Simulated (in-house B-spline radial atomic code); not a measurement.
How G0W0 and RPA depend on the start: Co15+

Configuration [Ne] 3s2. Computed with an all-electron radial atomic-structure program (B-spline basis): all electrons, scalar-relativistic (spin-free one-electron X2C), finite nucleus, each spin shell either full or empty, empty states to l = 9 with an (l + 1/2)⁻⁴ tail; G0W0 by contour deformation at full frequency.

```csv
start,mean-field 3s (eV),G0W0 (eV),QP weight,RPA correlation (Eh)
Hartree-Fock,-508.61,-511.86,0.984,-0.78287
PBE,-496.20,?,?,?
SCAN,-496.67,?,?,?
r2SCAN,-496.56,-512.54,0.973,-0.85766
LDA VWN5,-496.15,-512.70,0.971,-0.87143
```

**Question.** What G0W0 level, weight and RPA correlation energy follow from the SCAN start?

**Answer.** G0W0 level -512.53 eV, weight 0.972, RPA correlation -0.85776 hartree.

**Question.** What G0W0 level, weight and RPA correlation energy follow from the PBE start?

**Answer.** G0W0 level -512.61 eV, weight 0.971, RPA correlation -0.86959 hartree.

**Question.** How much of the dependence on the start does G0W0 remove?

**Answer.** The mean-field levels span 12.5 eV and the G0W0 levels 0.837 eV. Against 511.96 ± 0.06 eV (NIST, semi-empirical) the G0W0 removal energies are off by -0.10 to +0.74 eV, with spin-orbit coupling, Breit and QED terms left out.
